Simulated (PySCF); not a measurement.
C7H7N.
InChI=1S/C7H7N/c8-3-7-1-4-5(2-7)6(4)7/h4-6H,1-2H2/t4-,5+,6-,7+

Computed with PySCF at PBE0/def2-SVPD, non-relativistic, on one gas-phase PBE0-D3(BJ)/def2-SVP geometry that isn't relaxed in the solvent. The solvent is an IEF-PCM continuum (cavity from Bondi-type radii × 1.2), and excitations are vertical TDDFT with non-equilibrium linear response and a frozen core. Only the electrostatic response of the medium enters.

Gas-phase singlets (H = HOMO, L = LUMO):

| state | E (eV) | λ (nm) | f | leading configurations |
| --- | --- | --- | --- | --- |
| S1 | 6.709 | 185 | 0.001 | H→L 88% |
| S2 | 7.148 | 173 | 0.001 | H→L+1 70%, H-1→L 16% |
| S3 | 7.344 | 169 | 0.004 | H-3→L 41%, H-2→L+1 16%, H-1→L+1 12% |
| S4 | 7.376 | 168 | 0.007 | H→L+2 88% |
| S5 | 7.511 | 165 | 0.020 | H-1→L 75%, H→L+1 17% |

**Question.** Give the list for cyclohexane (ε = 2.017), n² = 2.04.

**Answer.** 
```tsv
state	E (eV)	λ (nm)	f	leading configurations	change by rank (eV)
S1	6.577	189	0.001	H→L 93%	-0.132
S2	7.021	177	0.000	H→L+1 79%, H-1→L 11%	-0.127
S3	7.315	170	0.004	H-3→L 44%, H-2→L+1 19%, H-1→L+1 13%	-0.029
S4	7.337	169	0.030	H-1→L 84%, H→L+1 12%	-0.039
S5	7.369	168	0.011	H→L+2 90%	-0.142
```

**Question.** Give the list for acetone (ε = 20.49), n² = 1.85.

**Answer.** 
```
state  E (eV)  λ (nm)      f               leading configurations  change by rank (eV)
   S1   6.375     194  0.001                              H→L 96%               -0.334
   S2   6.817     182  0.001                            H→L+1 87%               -0.331
   S3   7.104     175  0.026                            H-1→L 90%               -0.240
   S4   7.256     171  0.003  H-1→L+1 32%, H-3→L 32%, H-2→L+1 22%               -0.120
   S5   7.322     169  0.012                H→L+2 88%, H-1→L+1 8%               -0.189
```

**Question.** The ground-state energy changes by -0.261 eV from gas to acetone. By how much does the total energy of gas-phase S5 change?

**Answer.** E(S5) = E(S0) + excitation energy, so it changes by -0.261 − 0.407 = -0.668 eV: it is lowered more than the ground state, which is what a red shift means. This is the vertical state, with the slow part of the continuum still set for S0.

**Question.** How do the frontier levels move from gas to acetone?

**Answer.** 
| orbital | gas (eV) | solvent (eV) | change (eV) |
| --- | --- | --- | --- |
| LUMO+2 | 0.61 | 0.84 | +0.23 |
| LUMO+1 | 0.53 | 0.43 | -0.10 |
| LUMO | 0.18 | 0.10 | -0.08 |
| HOMO | -7.94 | -7.62 | +0.32 |
| HOMO-1 | -8.53 | -8.21 | +0.32 |
| HOMO-2 | -8.98 | -8.91 | +0.07 |
| HOMO-3 | -9.06 | -9.04 | +0.02 |

The HOMO–LUMO gap goes from 8.12 to 7.72 eV. Rows go by rank; for LUMO+1 and LUMO+2 the atom shares or the degeneracy differ between the runs, so the row needn't follow one orbital.
